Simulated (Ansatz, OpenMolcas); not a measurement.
NBrO (nitrosyl bromide): from total energies to a heat of formation

NBrO has 3 atoms, charge 0, and is taken as a singlet. SMILES: `O=NBr`. The coordinates come from a PBE0-D4/def2-TZVP relaxation.

```xyz
3

O     0.9418   -0.6468    0.4485
N    -0.0449   -0.6365   -0.0929
Br   -0.8968    1.2833   -0.3556
```

Total energies at BLYP/def2-TZVP (OpenMolcas 26.06); the atoms run unrestricted:

| species | state | energy (Eh) |
| --- | --- | --- |
| NBrO | singlet | -2704.141150 |
| O | triplet | -75.085142 |
| N | quartet | -54.589398 |
| Br | doublet | -2574.138921 |

Harmonic wavenumbers at PBE0-D4/def2-TZVP, in cm⁻¹: 287, 585, 1947.

Measured heats of formation of the gaseous atoms at 298.15 K, in kJ/mol: O 249.2, N 472.4, Br 111.9. Spin-orbit lowering of the atoms at 298 K (mean of the ground term's levels less their thermal mean, from spectra), in kJ/mol: O 0.40, Br 14.69. Take 1 Eh = 2625.50 kJ/mol, 1 cm⁻¹ = 0.0119627 kJ/mol, RT = 2.479 kJ/mol.

Task: Work out the heat of formation of the gas at 298 K.

Result: 
1. Electronic atomisation energy: (-75.085142) + (-54.589398) + (-2574.138921) − (-2704.141150) = 0.327689 Eh = 860.3 kJ/mol.
2. Zero-point energy: half the sum of the wavenumbers, 1409.5 cm⁻¹ = 16.9 kJ/mol.
3. Thermal vibrational enthalpy, Σ hcν̃/(exp(hcν̃/kT) − 1): 1.6 kJ/mol. Translation, rotation and pV of a non-linear molecule: 4 RT = 9.9 kJ/mol.
4. The 3 free atoms carry 5/2 RT each: 18.6 kJ/mol.
5. Spin-orbit coupling lowers the free atoms by 0.40 + 14.69 = 15.1 kJ/mol.
6. Atomisation enthalpy at 298 K: 860.3 − 15.1 − 16.9 − 1.6 − 9.9 + 18.6 = 835.4 kJ/mol.
7. Sum of the atoms' heats of formation: 833.5 kJ/mol. Heat of formation: 833.5 − 835.4 = -1.9 kJ/mol.

The tabulated value is +82.1 kJ/mol (NIST-JANAF tables), so this level is off by -84.0 kJ/mol, or 11.2 % of the atomisation enthalpy. Gradient-corrected functionals often overbind somewhat. Relativity is left out. Anharmonicity and any spin-orbit splitting of the molecule are left out.
